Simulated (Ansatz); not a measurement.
The same ligand exchange along the group B, Al, Ga, In.

Calculated with Ansatz (gas phase, PBE0-D4/def2-TZVP geometries, no zero-point term in ΔE). CCSD(T)/CBS adds triple-zeta CCSD(T) − MP2 to the extrapolated MP2 energy (def2 sets, frozen cores). This one scheme is used for every species. def2 core potentials past Kr. For Ga, In outer-core shells are correlated without core-valence functions, which leaves a few kJ/mol of doubt a bond. Scalar relativity is left out up to krypton. One conformer a species, not always the lowest.

(1) Order these by ΔE at CCSD(T)/CBS, lowest first. (An estimate is asked.)
A. `O=C=[N][In]([F])[F]` + H–F → `[F][In]([F])[F]` + `N=C=O`
B. `O=C=[N][Ga]([F])[F]` + H–F → `[F][Ga]([F])[F]` + `N=C=O`
C. `O=C=NB(F)F` + H–F → `FB(F)F` + `N=C=O`

Largest T1 diagnostic: 0.018, for `N=C=O`.

## Answers

(1) C (-0.43 eV), B (+0.09 eV), A (+0.18 eV).
